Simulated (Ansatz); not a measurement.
**Reading a saddle point**

A first-order saddle point of InN2H4Cl, closed shell, PBE0-D4/def2-TZVP, with one imaginary mode of 1504i cm⁻¹:

In1  (-1.140, 0.324, 0.094)
N2  (0.964, 0.263, -0.605)
N3  (-0.169, -0.972, 1.184)
H4  (0.783, -0.621, 0.316)
Cl5  (-2.648, 1.824, -0.763)
H6  (1.614, 1.013, -0.407)
H7  (1.174, -0.098, -1.526)
H8  (-0.578, -1.734, 1.707)
(Å)

Ansatz 0.2.0; basis: def2-TZVPP and def2-QZVPP; cores frozen in the correlated methods. Filled d shells of the heavier atoms are correlated. Core potentials replace the inner electrons of the atoms past krypton. The def2 sets are not built for correlating such inner shells, so the correlated values are less sure here. Extrapolation: Hartree–Fock as exp(−7.88 √X), correlation as X^−2.97.

Question: Which contacts change along the imaginary mode, and what lies on either side? (Judge from chemistry; the calculation decides.)

Answer: Computed: The step is InN₂H₄Cl ([NH2][In]([NH2])[Cl]) → InNHCl ([NH][In][Cl]) + NH₃ (still joined by a long In–N bond), with the molecules in contact on both sides. Shortening one way: N2–H4; lengthening the same way: In1–N2, N3–H4.
| pair | one side (Å) | saddle (Å) | other side (Å) |
| --- | --- | --- | --- |
| N2–H4 | 3.87 | 1.29 | 1.02 |
| In1–N2 | 2.01 | 2.22 | 2.37 |
| N3–H4 | 1.01 | 1.34 | 2.50 |

Question: Which side is lower, and how far does the saddle lie above each? (Judge from chemistry; the value comes from the calculation.)

Answer: By the calculation: The side with In1–N2, N3–H4 short is lower by 32.75 kcal/mol; the saddle lies 48.58 kcal/mol above it and 15.83 kcal/mol above the other (CCSD(T) at an estimated basis limit (MP2 extrapolated from triple and quadruple zeta, plus CCSD(T) − MP2 in triple zeta); electronic energies).

T1 diagnostic: at most 0.023. The restricted Hartree–Fock reference is unstable towards an unrestricted one at one or more of these structures.

Labels in which every atom is bracketed show which atoms are joined, not bond orders.

For scale, one of the runs: CCSD(T)/def2-TZVPP, 210 basis functions, launched by `ansatz run in.yaml --threads 4 --pin off --events-out ev --progress --plain --max-ram 9574MiB`. Time: 100 s of wall clock on 4 CPU threads of an Arm Neoverse V1; the host was shared. Peak host memory: 3.2 GiB.
